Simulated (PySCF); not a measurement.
Geometries of 2 isomers of C2H6OSi, from PySCF, PBE0-D3(BJ)/def2-SVP geometry optimisation, gas phase. One conformer each, no zero-point energy, no frequencies.

Question: Which is lower in electronic energy at this level?
A.
```xyz
10
angstrom
C      1.478    0.069   -0.001
C      0.536   -0.846    0.255
Si    -1.206   -0.363    0.726
O     -1.418    1.282    0.539
H      2.503   -0.202   -0.280
H      1.260    1.141    0.067
H      0.803   -1.908    0.177
H     -2.173   -1.143   -0.113
H     -1.482   -0.647    2.162
H     -1.403    1.608   -0.365
```
B.
```xyz
10
angstrom
C     -1.544   -0.277    0.264
C     -0.864    0.865    0.138
O      0.438    0.999   -0.180
Si     1.540   -0.243   -0.453
H     -2.601   -0.248    0.529
H     -1.085   -1.258    0.112
H     -1.343    1.838    0.293
H      2.836    0.436   -0.714
H      1.637   -1.122    0.749
H      1.128   -1.057   -1.634
```

Answer: A. That is `C=C[SiH2]O`, 10.3 kcal/mol below the other.

```tsv
SMILES	atoms numbered as above	E (Eh)	relative (kcal/mol)	relative (kJ/mol)	dipole (D)
C=C[SiH2]O	[CH2:1]=[CH:2][SiH2:3][OH:4]	-444.04407	0.0	0.0	1.67
C=CO[SiH3]	[CH2:1]=[CH:2][O:3][SiH3:4]	-444.02765	10.3	43.1	0.54
```

As drawn, the lower has an O–H bond and an Si–C bond, which the higher lacks.
